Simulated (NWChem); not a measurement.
System: C₃H₅F₃; SMILES C[C@@H](F)C(F)F

The following NWChem deck was run.

```
start job
memory heap 200 mb stack 900 mb global 1100 mb
geometry units angstroms noautosym nocenter noautoz
  C     -0.750735    -1.748845     0.373342
  C      0.311213    -0.663663     0.384865
  F      1.123746    -0.805046    -0.733447
  C     -0.279038     0.739658     0.358238
  F      0.724445     1.660814     0.325287
  F     -1.045877     0.906912    -0.758575
  H     -1.384261    -1.641471    -0.511358
  H     -0.272804    -2.731966     0.350960
  H     -1.381377    -1.691951     1.267822
  H      0.950243    -0.738313     1.274722
  H     -0.903994     0.937655     1.238358
end
basis spherical
  * library 6-31g*
end
dft
  xc hfexch
  iterations 150
  mulliken
end
task dft energy
esp
  recalculate
  probe 0.07
  range 0.3
  factor 1.0
  spacing 0.02
end
task esp
```

Structure relaxed at the B3LYP/6-31G* (spherical d) level.

Atomic charges in e: unrestrained fits to the electrostatic potential beside Mulliken populations; buried atoms are poorly determined by the fit.

Atoms are numbered as in the input.

### Question
What results follow from this input? (Hartree-Fock/6-31G* (spherical d).) Quantities: ESP C1; Mulliken C1; ESP C2; Mulliken C2; ESP F3; Mulliken F3; ESP C4; Mulliken C4; ESP F5; Mulliken F5; relative RMS misfit of the potential (%).

### Answer
```
Property                                  Value
----------------------------------------  -----
ESP C1                                    -0.27
Mulliken C1                               -0.56
ESP C2                                     0.41
Mulliken C2                                0.25
ESP F3                                    -0.31
Mulliken F3                               -0.46
ESP C4                                     0.55
Mulliken C4                                0.73
ESP F5                                    -0.30
Mulliken F5                               -0.44
relative RMS misfit of the potential (%)     16
```
